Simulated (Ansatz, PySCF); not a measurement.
Br2, SMILES BrBr.

Coordinates come from a PBE-D3(BJ)/def2-TZVP optimisation.

Vertical ionisation energy (IE) and electron affinity (EA) in eV. Rows of orbital energies are one-electron estimates. Where ΔSCF, EOM or ADC give a negative EA the extra electron is unbound and the value depends on the basis.

| level | IE | EA |
|---|---|---|
| −ε(HOMO), −ε(LUMO), ωB97X/def2-TZVPD (PySCF) | 10.51 | 1.56 |
| −ε(HOMO), −ε(LUMO), PBE/def2-TZVPD (PySCF) | 6.90 | 4.66 |
| EOM-CCSD/aug-cc-pVDZ (PySCF) | 10.50 | 1.33 |
| ADC(2)/aug-cc-pVDZ (PySCF) | 10.09 | 1.47 |
| ΔSCF, CAM-B3LYP/def2-TZVPD (Ansatz), final states of multiplicity 2 and 2 | 10.76 | 1.66 |
| ΔSCF, PBE/def2-TZVPD (Ansatz), final states of multiplicity 2 and 2 | 10.34 | 1.56 |

Task: What vertical singlet–triplet gap does ΔSCF give with CAM-B3LYP/def2-TZVPD (Ansatz, a program for electronic structure) and with PBE/def2-TZVPD (Ansatz)? (Estimate from the structure and the level; the computed values follow.)

Result: 2.21 and 2.01 eV (triplet above singlet where positive).

Task: Beyond the first one, list the lowest photoelectron lines from PySCF with ADC(2)/aug-cc-pVDZ with their pole strengths (two spins summed). (An estimate is asked for; the answer gives what the named calculation found.)

Result: 12.27 eV (1.77), 12.27 eV (1.77), 14.13 eV (1.82), 21.76 eV (0.29).
